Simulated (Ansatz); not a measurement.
Coupled-cluster diagnostics for Ag₂Se⁻, Ansatz.

Geometry of the doublet (r2SCAN-D4/def2-TZVPD):

```xyz
3

Ag    0.301    1.329    0.696
Ag   -0.662   -0.164   -1.370
Se    0.361   -1.165    0.674
```

In the def2 sets Ag takes a core potential; there is no spin–orbit coupling. Correlated methods freeze 9 core orbitals; core or outer-core shells of Ag, Se are correlated, in sets that lack core-valence functions. The structure comes from a short search, and lower isomers may exist.

Geometry of the charge -1 quartet (r2SCAN-D4/def2-TZVPD):

| atom | x (Å) | y (Å) | z (Å) |
| --- | --- | --- | --- |
| Ag1 | 0.6014 | 1.3287 | -0.7235 |
| Ag2 | -0.2034 | -0.2818 | 1.5906 |
| Se3 | -0.3980 | -1.0469 | -0.8671 |

(1) Estimate the CCSD(T) correlation energy, the shares of MP2 and (T), T1 and the reference's ⟨S²⟩ for: charge -1, doublet, own geometry in def2-SVPD; charge -1, quartet, own geometry in def2-SVPD; and the rough time on 4 threads of Arm Neoverse V2 on a shared host.

Results:

(1) 
```csv
state,basis,correlation (eV),MP2 share (%),(T) share (%),T1,⟨S²⟩ (pure),wall time
"charge -1, doublet, own geometry",def2-SVPD,-26.163,100.1,3.6,0.025,0.76 (0.75),23 s
"charge -1, quartet, own geometry",def2-SVPD,-25.182,99.5,3.2,0.023,3.77 (3.75),23 s
```
Customary marks for T1 are 0.02 (closed shells), 0.045 (open shells) and about 0.05 (3d metals). T1 exceeds 0.02 in 2 of 2 rows and 0.045 in 0; the higher it lies, the less the single-reference result can be trusted.
